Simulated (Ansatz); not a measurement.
Geometry optimisation, RKS B3LYP/def2-SVP (Ansatz 0.2.0).

The input (input.yaml):

```yaml
crystal:
  periodic: [false, false, false]
  atoms:
    - { symbol: C, position_ang: [-1.1012, -0.7725, 0.6155] }
    - { symbol: C, position_ang: [0.1076, -0.3948, -0.1914] }
    - { symbol: "N", position_ang: [1.2678, -0.7092, 0.5827] }
    - { symbol: F, position_ang: [0.1936, -1.111, -1.3717] }
    - { symbol: Ge, position_ang: [0.1157, 1.5048, -0.6485] }
    - { symbol: H, position_ang: [-1.1775, -1.7976, 0.8348] }
    - { symbol: H, position_ang: [-1.1432, -0.155, 1.561] }
    - { symbol: H, position_ang: [-2.0157, -0.4566, 0.0044] }
    - { symbol: H, position_ang: [1.3243, -1.7264, 0.8052] }
    - { symbol: H, position_ang: [2.146, -0.4924, 0.0404] }
    - { symbol: H, position_ang: [-1.1568, 1.849, -1.4466] }
    - { symbol: H, position_ang: [1.4046, 1.8577, -1.4332] }
    - { symbol: H, position_ang: [0.0552, 2.369, 0.6621] }
basis:
  gaussian: { orbitals: def2-SVP }
hamiltonian:
  xc: b3lyp
relax:
  f_tol: 0.015
  max_steps: 40
```

Run as:

```bash
$ ansatz run input.yaml --threads 2 --pin off --max-ram 3072MiB --backend cpu --events-out ev --progress --plain --runs-dir out
```

**Question.** Where does it end, and by what steps?

**Answer.** The forces met the threshold. The force dipped under the threshold on the way, but the program's further checks kept it going. After 10 steps the energy has fallen by 0.313 eV; H11 moved furthest, 0.22 Å.

| step | energy less start (eV) | largest force component (eV/Å) | accepted |
| --- | --- | --- | --- |
| 0 | 0.0000 | 3.043 | yes |
| 1 | -0.2683 | 0.812 | yes |
| 2 | -0.3038 | 0.355 | yes |
| 3 | -0.3088 | 0.176 | yes |
| 4 | -0.3116 | 0.045 | yes |
| 5 | -0.3116 | 0.068 | yes |
| 6 | -0.3121 | 0.033 | yes |
| 7 | -0.3125 | 0.013 | yes |
| 8 | -0.3127 | 0.031 | yes |
| 9 | -0.3128 | 0.017 | yes |
| 10 | -0.3129 | 0.004 | yes |

```xyz
13
Properties=species:S:1:pos:R:3
C -1.126 -0.779 0.649
C 0.102 -0.368 -0.146
N 1.292 -0.708 0.542
F 0.012 -1.052 -1.403
Ge 0.136 1.571 -0.642
H -1.096 -1.867 0.838
H -1.162 -0.256 1.615
H -2.047 -0.564 0.088
H 1.309 -1.691 0.819
H 2.129 -0.514 -0.006
H -1.021 1.877 -1.614
H 1.486 1.856 -1.336
H 0.007 2.461 0.612
```

Run time: 43 s on 2 threads of Arm Neoverse V2, on a shared host, peak memory 0.34 GiB.
